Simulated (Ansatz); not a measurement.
Reaction (formal exchange of groups at the Al–C bond): `[F][AlH][CH2][SiH3]` + `CCC` → `CC[CH2][AlH][F]` + `C[SiH3]`

Gas-phase electronic energies from Ansatz, PBE0-D4/def2-TZVP geometries. CCSD(T)/CBS is the MP2 limit (def2-TZVPP, def2-QZVPP) plus CCSD(T) − MP2 in def2-TZVPP, frozen cores. This one scheme is used for every species. DFT in def2-TZVPP. B3LYP here is the variant with VWN-RPA as its local correlation; programs differ in this. Each species was taken in one conformer, which may not be the lowest.

| level | ΔE (kJ/mol) |
| --- | --- |
| B3LYP-D4 | 22.8 |
| MP2/CBS(def2) | 25.1 |

(1) What does CCSD(T)/CBS give? (An estimate is asked.)

Largest T1 diagnostic among the species: 0.012.

Answers

(1) Computed: +24.6 kJ/mol. The listed levels differ from it by -1.8, 0.5 kJ/mol.
